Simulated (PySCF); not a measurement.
Shapes and spin states of RuO₂⁻

Method: BP86/[Ru def2-TZVPD with ECP28, O def2-TZVPD], scalar-relativistic core potentials, density fitting, no spin–orbit coupling, PySCF.

Relaxations began from a few typed shapes and spin states; open shells are unrestricted. The search is not exhaustive: other isomers or separated fragments can lie lower, and high-lying points may rest on an excited occupation.

```csv
spin,group,bonds,angles,imaginary modes (cm⁻¹),ΔE (kJ/mol),ΔE with ZPE (kJ/mol)
doublet,C2v,Ru–O 1.712 Å (×2),O–Ru–O 148.0°,none,0.0,0.0
doublet,D∞h,Ru–O 1.727 Å (×2),O–Ru–O 180.0°,"131i, 131i",7.7,–
quartet,C2v,Ru–O 1.747 Å (×2),O–Ru–O 122.1°,none,69.1,68.7
quartet,D∞h,Ru–O 1.797 Å (×2),O–Ru–O 180.0°,212i,126.9,–
sextet,C2v,Ru–O 1.834 Å (×2),O–Ru–O 130.5°,none,208.3,206.3
quartet,Cs,"O–O 1.422 Å, Ru–O 1.849 Å, Ru–O 2.142 Å","O–O–Ru 58.4°, O–O–Ru 80.7°, O–Ru–O 40.9°",none,439.7,438.2
quartet,C2v,"O–O 1.412 Å, Ru–O 1.952 Å (×2)","O–O–Ru 68.8° (×2), O–Ru–O 42.4°",353i,444.1,–
doublet (⟨S²⟩ 1.14),C2v,"O–O 1.414 Å, Ru–O 1.935 Å (×2)","O–O–Ru 68.6° (×2), O–Ru–O 42.9°",none,452.4,451.6
```

The lowest minimum found is the doublet C2v: Ru–O 1.712 Å (×2); O–Ru–O 148.0°.

For the lowest minimum: the highest occupied level lies above zero, a sign of self-interaction error or too small a basis; response properties are unreliable. Other spin states or occupations of the open shell can lie lower. The lowest empty level of this anion is unbound, so it and the gap depend on the basis.

The electron or spin density has lower symmetry than the nuclear frame for the quartet D∞h at 126.9 kJ/mol.
